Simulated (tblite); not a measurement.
Compound: C5H10FNSi2.
Structure used (GFN2-xTB), in Å, numbered top down from 1:
```
atom  x, y, z in Å
N1     0.0669   -1.2743    2.7512
C2     0.2860   -0.8470    1.7097
C3     0.5605   -0.3189    0.4154
Si4    2.3857   -0.6767    0.0055
F5     2.6503    0.0514   -1.4100
C6    -0.4050   -0.9543   -0.6081
C7    -1.7706   -0.2924   -0.4529
C8    -1.5740    1.2249   -0.5208
Si9    0.0514    1.5517    0.4152
H10    2.6236   -2.0873   -0.2551
H11    3.2958   -0.0527    0.9486
H12   -0.4749   -2.0346   -0.4589
H13   -0.0278   -0.7737   -1.6179
H14   -2.4612   -0.6415   -1.2238
H15   -2.1866   -0.5644    0.5201
H16   -2.4350    1.7475   -0.1094
H17   -1.4832    1.5372   -1.5621
H18   -0.1139    2.0441    1.7828
H19    1.0024    2.3703   -0.3370
```

Computed values, GFN2-xTB/tblite, gas phase, harmonic and unscaled. Against measured fundamentals such values can be off by several per cent, at times by over 20. Modes of hydrogen on silicon can be 10 to 20 % off. One conformer, not necessarily the lowest.

Harmonic wavenumbers (cm⁻¹): 51.0, 61.5, 107.6, 126.4, 152.0, 176.7, 231.7, 297.8, 326.3, 450.6, 461.4, 472.8, 484.3, 504.9, 525.2, 564.6, 598.6, 655.8, 712.1, 721.4, 760.4, 775.7, 781.5, 808.3, 828.5, 922.5, 950.4, 973.0, 1026.0, 1054.7, 1108.6, 1153.3, 1177.9, 1234.2, 1269.6, 1317.6, 1334.9, 1475.1, 1487.1, 1499.9, 2277.9, 2289.4, 2345.9, 2369.4, 2378.5, 2956.4, 2964.6, 2973.2, 2980.9, 2983.6, 3015.4.

A = 1457, B = 1014, C = 814.5 MHz; mass 159.034 u (most abundant isotopes); point group C1, symmetry number 1.

Task: Zero-point energy?

Result: Half the sum of the wavenumbers: 29579 cm⁻¹ = 84.57 kcal/mol.

Task: What is S at 350 K and 1 bar for an ideal gas of classical rigid rotors and harmonic oscillators?

Result: Translation 41.92, rotation 30.45, vibration 39.32: S = 111.7 cal/(mol K).

Task: And Cp and H(350 K) − H(0)?

Result: Cp = 49.54 cal/(mol K), of which vibrations give 41.59 (their classical limit is 51 R = 101.3); H(350 K) − H(0) = 10.10 kcal/mol without the zero-point energy, 7.32 from vibrations.

Task: Which modes carry the vibrational entropy at 350 K?

Result: 51.0 cm⁻¹: 5.10; 61.5 cm⁻¹: 4.73; 107.6 cm⁻¹: 3.62; 126.4 cm⁻¹: 3.31; 152.0 cm⁻¹: 2.95; 176.7 cm⁻¹: 2.67 cal/(mol K); the other 45 give 16.95 together.

Task: What must be added to the electronic energy to get the Gibbs energy at 350 K and 1 bar?

Result: ZPE + [H(350 K) − H(0)] − T·S = 84.57 + 10.10 − 39.09 = 55.58 kcal/mol.

Task: Blend soft modes into free rotors: weight 1/[1 + (100 cm⁻¹/ν̃)⁴] for the oscillator and the rest for a rotor with moment μB/(μ + B), μ = h/(8π²ν), B = 10⁻⁴⁴ kg m². What vibrational entropy results?

Result: 36.42 cal/(mol K) in place of 39.32, which changes −T·S at 350 K by +1.01 kcal/mol.

Hindered rotation and anharmonicity are outside this model. Other conformers, if any are populated, would add a mixing term that is left out. The structure is chiral; the term R ln 2 for an equal mix with its mirror image is left out.

Hardware: AMD EPYC, one thread, shared host with 64 logical CPUs at a one-minute load of 55. Cost: 2.0 s. This covers the Hessian and the dipole derivatives.
